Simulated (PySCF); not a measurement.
Rotational lines of KBr

Lines J+1 ← J of the vibrational ground state, computed from PBE0 constants of KBr, ¹Σ⁺ (singlet), closed shell (K x2c-TZVPall, Br x2c-TZVPall; spin-free X2C with a Gaussian nucleus (PySCF 2.14); masses 38.9637 and 78.9183 u), in MHz:

```
J  ν (MHz)
0   4796.5
1   9592.9
2  14389.3
3  19185.5
4  23981.7
```

Q: Find B0 and the effective bond length r0; with αe = 0.000399 cm⁻¹, find Re.

A: ν = 2B0(J+1) − 4D(J+1)³ gives B0 = 0.079996 cm⁻¹. With the reduced mass μred = 26.085 u, r0 = √(16.8576/(μred·B0)) (u, cm⁻¹, Å) = 2.8423 Å. Be = B0 + αe/2 = 0.080196 cm⁻¹ gives Re = 2.839 Å.
